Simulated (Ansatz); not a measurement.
Ansatz (an electronic-structure program) job for C4H3S, SMILES s1cc[c]c1, multiplicity 2, PBE/def2-SVPD. Geometry: B3LYP-D3(BJ)/def2-SVP. The isomer is the one that the SMILES or the coordinates give; other isomers of the formula were not compared.

Ansatz 0.2 input:
```yaml
crystal:
  periodic: [false, false, false]
  atoms:
    - {symbol: C, position_ang: [1.08372755, -0.99970722, 0.00000000]}
    - {symbol: C, position_ang: [1.25634143, 0.34242897, 0.00000000]}
    - {symbol: S, position_ang: [-0.32474730, 1.09898098, 0.00000000]}
    - {symbol: C, position_ang: [-1.12927028, -0.43686186, 0.00000000]}
    - {symbol: C, position_ang: [-0.24537383, -1.49160214, 0.00000000]}
    - {symbol: H, position_ang: [2.16065627, 0.94804899, 0.00000000]}
    - {symbol: H, position_ang: [-2.21839967, -0.47583523, 0.00000000]}
    - {symbol: H, position_ang: [-0.53884898, -2.54145592, 0.00000000]}
basis:
  gaussian:
    orbitals: def2-SVPD
hamiltonian:
  xc: {name: PBE}
magnetization: {spin_polarized: true, initial_magnetization: 1}
```

Output:

```
WARN ansatz: RAYON_NUM_THREADS=1 ignored (pool sized by the plan → 1); use --threads N
Functional definition: PBE
integrals: 0.06 GiB planned
1138 factors; their error is unknown
mean field: 0.53 GiB planned
mean field evaluation 1: about -15000.2140 eV, gradient 4.9e1 eV
mean field evaluation 2: about -14938.1197 eV, gradient 1.1e2 eV
mean field evaluation 4: about -15010.7093 eV, gradient 2.2e1 eV
mean field evaluation 8: about -15013.3087 eV, gradient 7.0e-2 eV
mean field evaluation 16: about -15013.2442 eV, gradient 9.1e-4 eV
mean field -15013.24422928 eV, -551.7265490837 hartree, gradient 5.8e-5 eV, S^2 0.756621; 0 other end points of the search recorded, 0 dependent functions left out
reference -15013.24428114 eV, -551.7265509896 hartree; 22, 21 occupied and 109, 110 virtual orbitals, 1138 factors
Total energy: -15013.24428114 eV, -551.7265509896 hartree
```

Self-consistency was reached.

Cost: about 8 core-seconds (a rough figure).
